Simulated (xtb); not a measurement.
C3H9Ga, triplet, at a GFN2-xTB geometry (such geometries of metal compounds can be far from the true shape) (a higher spin typed on purpose: for a closed-shell molecule this is an excited state); GFN1-xTB (xtb).

xtb was given this input:
```
$ xtb mol.xyz --gfn 1 --uhf 2 --ohess --json

# file mol.xyz
13

Ga    -0.29203971     0.33248422     0.32507992
C     -0.81222176    -1.79125288    -0.37264226
H     -0.10149786    -2.12380947    -1.11828279
H     -1.78597217    -1.58621334    -0.80809556
H     -0.87885691    -2.46902136     0.46929178
C      0.08037324     1.48913743    -1.43629314
H      0.58076296     0.84265399    -2.16014170
H      0.72752364     2.34157557    -1.22331300
H     -0.84339354     1.86241547    -1.88118647
C      1.65518927    -0.78188169     0.80937839
H      2.22246012     0.04171239     1.23329735
H      2.09165519    -1.13347279    -0.11706188
H      1.50050503    -1.57886848     1.52535701
```

What the program printed (banner, timings and long lists left out):

```
   ID    Z sym.   atoms
    1   31 Ga     1
    2    6 C      2, 6, 10
    3    1 H      3-5, 7-9, 11-13

           -------------------------------------------------
          |                Calculation Setup                |
           -------------------------------------------------

           -------------------------------------------------
          |                 G F N 1 - x T B                 |
           -------------------------------------------------

          ...................................................
          :                      SETUP                      :
          :.................................................:
          :  # basis functions                  40          :
          :  # atomic orbitals                  39          :
          :  # shells                           27          :
          :  # electrons                        24          :
          :  # halogen bonds                     0          :
          :  max. iterations                   250          :
          :  Hamiltonian                  GFN1-xTB          :
          :  restarted?                      false          :
          :  GBSA solvation                  false          :
          :  PC potential                    false          :
          :  electronic temp.          300.0000000     K    :
          :  accuracy                    1.0000000          :
          :  -> integral cutoff          0.2500000E+02      :
          :  -> integral neglect         0.1000000E-07      :
          :  -> SCF convergence          0.1000000E-05 Eh   :
          :  -> wf. convergence          0.2000000E-04 e    :
          :  Broyden damping             0.4000000          :
          :  net charge                          0          :
          :  unpaired electrons                  2          :
          ...................................................

 iter      E             dE          RMSdq      gap      omega  full diag
   1    -12.4895927 -0.124896E+02  0.708E+00    5.02       0.0  T
   2    -12.5009804 -0.113876E-01  0.431E+00    4.90       1.0  T
   3    -12.5012244 -0.244084E-03  0.457E-01    5.07       1.0  T
   4    -12.5018360 -0.611584E-03  0.955E-02    5.00       1.0  T
   5    -12.5018566 -0.205456E-04  0.536E-02    5.01       1.0  T
   6    -12.5018877 -0.311178E-04  0.283E-02    5.01       1.0  T
   7    -12.5018995 -0.117581E-04  0.184E-03    5.00      15.1  T
   8    -12.5018995 -0.885474E-08  0.413E-04    5.00      67.2  T
   9    -12.5018995 -0.384000E-09  0.544E-05    5.00     509.4  T
  10    -12.5018995 -0.870415E-13  0.348E-05    5.00     797.4  T

   *** convergence criteria satisfied after 10 iterations ***

 transition dipole moment (au) for excitation:          12          13
     X       Y       Z
   0.7617   0.3105   0.3649  total (au/Debye):    0.900   2.287
 dE (eV)             :    1.797
 oscillator strength :  0.50412E-01

         :::::::::::::::::::::::::::::::::::::::::::::::::::::
         ::                     SUMMARY                     ::
         :::::::::::::::::::::::::::::::::::::::::::::::::::::
         :: total energy             -12.347244655434 Eh    ::
         :: gradient norm              0.013009660299 Eh/a0 ::
         :: HOMO-LUMO gap              5.004070109012 eV    ::
         ::.................................................::
         :: SCC energy               -12.501899464173 Eh    ::
         :: -> electrostatic           0.002582215894 Eh    ::
         :: repulsion energy           0.158334965411 Eh    ::
         :: dispersion energy         -0.003680156672 Eh    ::
         :: halogen bond corr.         0.000000000000 Eh    ::
         :: add. restraining           0.000000000000 Eh    ::
         :: total charge               0.000000000000 e     ::
         :::::::::::::::::::::::::::::::::::::::::::::::::::::

      -----------------------------------------------------------
[...]
 * total energy  :   -12.3472447 Eh     change       -0.4442668E-11 Eh
 * total energy  :   -12.3481802 Eh     change       -0.9355398E-03 Eh
 * total energy  :   -12.3484812 Eh     change       -0.3010068E-03 Eh
 * total energy  :   -12.3485614 Eh     change       -0.8018420E-04 Eh
 * total energy  :   -12.3485979 Eh     change       -0.3647878E-04 Eh
 * total energy  :   -12.3486103 Eh     change       -0.1239224E-04 Eh
 * total energy  :   -12.3486151 Eh     change       -0.4814792E-05 Eh
   *** GEOMETRY OPTIMIZATION CONVERGED AFTER 7 ITERATIONS ***
         :: total energy             -12.348615072105 Eh    ::
[...]
 output can be read by thermo (or use thermo option).
 writing <g98.out> molden fake output.
 recommended (thermochemical) frequency scaling factor: 1.0
           -------------------------------------------------
          |             Thermodynamic Functions             |
           -------------------------------------------------

c1  symmetry found (for desy threshold:  0.10E+00) used in thermo

          ...................................................
          :                      SETUP                      :
          :.................................................:
          :  # frequencies                          33      :
          :  # imaginary freq.                       0      :
          :  linear?                             false      :
          :  only rotor calc.                    false      :
          :  symmetry                               c1      :
          :  rotational number                       1      :
          :  scaling factor                  1.0000000      :
          :  rotor cutoff                   50.0000000 cm⁻¹ :
          :  imag. cutoff                  -20.0000000 cm⁻¹ :
          :.................................................:

    mode    ω/cm⁻¹     T·S(HO)/kcal·mol⁻¹    T·S(FR)/kcal·mol⁻¹   T·S(vib)
   ------------------------------------------------------------------------
       1     12.59    -2.25186 (  0.40%)    -1.46247 ( 99.60%)    -1.46564
       2     60.34    -1.32560 ( 67.96%)    -1.00034 ( 32.04%)    -1.22138
       3     85.68    -1.11993 ( 89.61%)    -0.89661 ( 10.39%)    -1.09673
       4    101.58    -1.02082 ( 94.45%)    -0.84627 (  5.55%)    -1.01114
       5    129.40    -0.88102 ( 97.82%)    -0.77461 (  2.18%)    -0.87870
       6    151.94    -0.78944 ( 98.84%)    -0.72708 (  1.16%)    -0.78872
       7    230.92    -0.55807 ( 99.78%)    -0.60315 (  0.22%)    -0.55817
       8    296.63    -0.42809 ( 99.92%)    -0.52899 (  0.08%)    -0.42817
   ------------------------------------------------------------------------

   temp. (K)  partition function   enthalpy   heat capacity  entropy
                                   cal/mol     cal/K/mol   cal/K/mol   J/K/mol
 298.15  VIB  0.970E+04             4661.096     24.763     30.769
         ROT  0.144E+06              888.752      2.981     26.591
         INT  0.140E+10             5549.848     27.744     57.361
         TR   0.119E+28             1481.254      4.968     40.112
         TOT                        7031.1024    32.7117    97.4729   407.8265

       T/K    H(0)-H(T)+PV         H(T)/Eh          T*S/Eh         G(T)/Eh
   ------------------------------------------------------------------------
    298.15    0.112048E-01    0.109241E+00    0.463125E-01    0.629285E-01
   ------------------------------------------------------------------------

         :::::::::::::::::::::::::::::::::::::::::::::::::::::
         ::                  THERMODYNAMIC                  ::
         :::::::::::::::::::::::::::::::::::::::::::::::::::::
         :: total free energy         -12.285686564314 Eh   ::
         ::.................................................::
         :: total energy              -12.348615072105 Eh   ::
         :: zero point energy           0.098036240750 Eh   ::
         :: G(RRHO) w/o ZPVE           -0.035107732959 Eh   ::
         :: G(RRHO) contrib.            0.062928507791 Eh   ::
         :::::::::::::::::::::::::::::::::::::::::::::::::::::

optimized geometry written to: xtbopt.xyz

           -------------------------------------------------
          | TOTAL ENERGY              -12.348615072105 Eh   |
          | TOTAL ENTHALPY            -12.239374056527 Eh   |
          | TOTAL FREE ENERGY         -12.285686564314 Eh   |
          | GRADIENT NORM               0.000174101018 Eh/α |
          | HOMO-LUMO GAP               5.177709229962 eV   |
           -------------------------------------------------

normal termination of xtb
```
